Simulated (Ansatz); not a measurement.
Si2Pt⁺. The state is a quartet with charge 1. Geometry B3LYP-D4/def2-TZVP; atoms count from 1.

Cartesian coordinates in Å:
```
Pt -0.829 0.896 0.469
Si 0.130 -0.120 -1.363
Si 0.699 -0.776 0.894
```

In the def2 sets Pt takes a core potential; there is no spin–orbit coupling. At PBE0-D4/def2-TZVP a doublet of charge 1 lies 1.30 eV below the quartet, each at its own geometry. The structure comes from a short search, and lower isomers may exist.

(1) Estimate the Mulliken populations from the PBE0/def2-TZVP orbitals of Ansatz.

(2) Where does the spin sit?

(3) And the Mayer bond orders between bonded heavy atoms (over 0.3)?

Results:

(1) 
```tsv
atom	charge (e)	spin (α − β)	d electrons
Pt1	0.59	0.93	8.72
Si2	0.20	1.03	–
Si3	0.20	1.03	–
```
Mulliken values and Mayer orders depend strongly on the basis.

(2) Summed by element: Pt 0.93, Si 2.07, of 3 unpaired in all. Largest on single atoms: Si2 1.03, Si3 1.03, Pt1 0.93.

(3) Pt1–Si2 1.13 (2.30 Å); Pt1–Si3 1.13 (2.30 Å); Si2–Si3 1.22 (2.42 Å).
